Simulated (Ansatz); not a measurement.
Reaction (formal exchange of groups at the Si–F bond): `[CH3][AlH][SiH](O)F` + `C#C` → `C#C[SiH](O)[AlH][CH3]` + H–F

Isolated molecules relaxed with PBE0-D4/def2-TZVP in Ansatz; ΔE leaves out vibrations. CCSD(T)/CBS is the MP2 limit (def2-TZVPP, def2-QZVPP) plus CCSD(T) − MP2 in def2-TZVPP, frozen cores. This one scheme is used for every species. DFT in def2-TZVPP. Each species was taken in one conformer, which may not be the lowest.

`[CH3][AlH][SiH](O)F`:

Cartesian coordinates in Å:
```
C 1.490 1.104 0.771
Al -0.410 1.058 0.307
Si -1.315 -0.971 -0.800
O -0.575 -2.359 -0.309
F -1.077 -0.775 -2.385
H 1.840 2.108 1.021
H 2.119 0.713 -0.034
H 1.673 0.468 1.646
H -1.365 2.282 0.658
H -2.761 -1.274 -0.638
H 0.381 -2.354 -0.237
```

`C#C`:

```xyz
4

C    -0.283    0.240    0.470
C     0.283   -0.240   -0.470
H    -0.786    0.666    1.306
H     0.786   -0.666   -1.306
```

`C#C[SiH](O)[AlH][CH3]`:

Cartesian coordinates in Å:
```
C 2.376 -1.429 -0.519
C 1.539 -0.641 -0.892
Si 0.216 0.541 -1.371
O 0.842 2.069 -1.523
Al -1.513 0.627 0.393
C -1.331 -0.538 1.946
H 3.116 -2.125 -0.196
H -0.260 0.043 -2.698
H 1.571 2.182 -2.135
H -2.746 1.621 0.229
H -1.256 -1.585 1.632
H -2.156 -0.450 2.656
H -0.398 -0.316 2.476
```

H–F:

Z-matrix (Å, degrees):
```
F
H 1 0.920
```

CCSD(T)/CBS gives +23.8 kcal/mol.

Q: Another level gave +24.5 kcal/mol. Which?
A. B2PLYP/def2-TZVPP
B. PBE/def2-TZVPP
C. r2SCAN-D4/def2-TZVPP
D. PBE-D4/def2-TZVPP

A: C. r2SCAN-D4 24.5, PBE-D4 22.3, PBE 23.4, B2PLYP 25.6 kcal/mol.

Largest T1 diagnostic among the species: 0.013.

The D4 term adds −1.8 kcal/mol with B3LYP and −1.1 kcal/mol with PBE0; it sums over pairs of atoms, weighted by their polarisabilities, and B3LYP, whose exchange is more repulsive, gets the larger term. In def2-TZVPP, CCSD(T) changes the Hartree–Fock value by −4.8 kcal/mol (the triples alone add −0.9 kcal/mol) and MP2 by −5.8 kcal/mol.

CCSD(T)/CBS has its own doubt, a few kJ/mol and more with outer-core shells, so smaller differences from it don't rank the levels.

B3LYP here is the variant with VWN-RPA as its local correlation; programs differ in this.
